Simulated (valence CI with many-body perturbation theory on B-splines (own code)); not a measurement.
**Ce⁸⁺: magnetic and hyperfine properties of the levels**

Computed by relativistic CI+MBPT: four valence electrons over a frozen Dirac-Fock core [Kr] 4d10, a basis of 8 s, 8 p, 9 d, 9 f, 6 g, 3 h, 2 i functions for each j, with the one-electron correlation potential Σ1, the two-electron term Σ2, the three-electron term Σ3, Breit, model QED; selected CI, second order for the rest, scaled by the run's own slope (own B-spline code, finite nucleus).

No measured spectrum was set against this ion. As an estimate, levels hold to about 250 cm⁻¹ or 0.2 % of their energy and the worst to 1 %, as in measured heavy ions of charge 2 to 7; those with d or f electrons hold less well. Core correlation moves these levels by up to 44000 cm⁻¹, and in measured spectra 5 to 20 % of such shifts remained as error; rates that hang on mixing are uncertain with them.

A/g_I is the dipole constant over the nuclear g factor μ/I (μ in nuclear magnetons, uniformly magnetised nucleus), B/Q the quadrupole constant per barn. Both hold the static response of the core; the bare values leave it out. Large factors of s and p1/2 electrons are usually good to 5 to 10 %; those of open d and f shells near neutrality can be off by tens of per cent, and small factors of p3/2, d and f electrons come from cancelling terms and can be off by a factor of two or in sign, in half-filled shells by more. B is blank for J = 1/2, where it vanishes, and for nearly pure S terms. Energies count from the lowest level. Levels with J = 0 are left out.

Names give the largest LS component (configuration and term), which can be under half, so a name can repeat, a term be missing and a line seem to break the LS rules; names also repeat where a configuration has a term twice. Letters in brackets count levels of one name in rising energy.

```tsv
Level	E (cm⁻¹)	g	A/g_I (MHz)	A/g_I bare	B/Q (MHz/b)	B/Q bare
5s2.5p2 3P_1	23622	1.501	-1440	-1610	3070	2740
5s2.5p2 3P_2 [a]	30143	1.250	7090	6410	2430	2160
5s2.5p2 3P_2 [b]	59048	1.241	2980	2630	2850	2550
4f.5s2.5p 3G_3	71951	0.857	3650	3450	-550	-604
4f.5s2.5p 3F_3	76474	1.134	-1800	-1480	-1170	-1180
4f.5s2.5p 3F_2	77608	0.791	-1690	-1460	-799	-795
4f.5s2.5p 3G_4	78369	1.119	2590	2520	-1800	-1770
4f.5s2.5p 1F_3	100360	0.938	1270	1170	470	349
4f.5s2.5p 3F_4	103430	1.159	1090	1100	2380	2040
4f.5s2.5p 3G_5	107450	1.200	1110	1080	6830	5930
4f.5s2.5p 3D_3	108030	1.235	171	300	-2150	-1980
4f.5s2.5p 3D_2	108300	1.033	374	392	-1960	-1770
4f.5s2.5p 3D_1	111610	0.498	-1190	-852	824	703
4f.5s2.5p 1G_4	114820	1.021	1320	1230	5340	4630
4f.5s2.5p 1D_2	121320	1.015	-742	-416	2590	2230
5s.5p3 5S°_2	154050	1.902	20500	18600	1020	895
4f2.5s2 3H_4	170490	0.803	531	511	884	667
4f2.5s2 3H_5	172250	1.033	387	483	926	684
4f2.5s2 3H_6	174130	1.166	304	466	1040	757
4f2.5s2 3F_2	176310	0.669	541	395	-245	-186
4f2.5s2 3F_3	177430	1.083	347	463	-254	-199
4f2.5s2 3F_4	177850	1.169	340	535	-128	-110
4f2.5s2 1G_4	180510	1.076	337	430	68.0	50.9
5s.5p3 3D°_1	182430	0.731	-13100	-12100	4930	4420
5s.5p3 3D°_2	186760	1.294	13400	12400	6760	6060
4f2.5s2 1D_2	190650	1.019	383	460	-580	-435
5s.5p3 3D°_3	193910	1.326	17000	15600	-838	-756
4f2.5s2 1I_6	194960	0.999	387	454	2020	1500
4f2.5s2 3P_1	196160	1.500	38.7	301	305	225
4f2.5s2 3P_2	197050	1.476	190	569	-615	-457
4f.5s.5p2 5G°_2	201860	0.469	-9480	-8620	-971	-964
4f.5s.5p2 5G°_3	204610	1.070	3840	3660	-231	-317
4f.5s.5p2 5D°_4	206870	1.343	7400	6940	-1550	-1550
4f.5s.5p2 3G°_3 [a]	216240	1.002	283	372	-2270	-2150
5s.5p3 3P°_1	216250	1.335	18300	16800	-4870	-4350
5s.5p3 3P°_2 [a]	217680	1.234	6080	5520	-4980	-4500
```
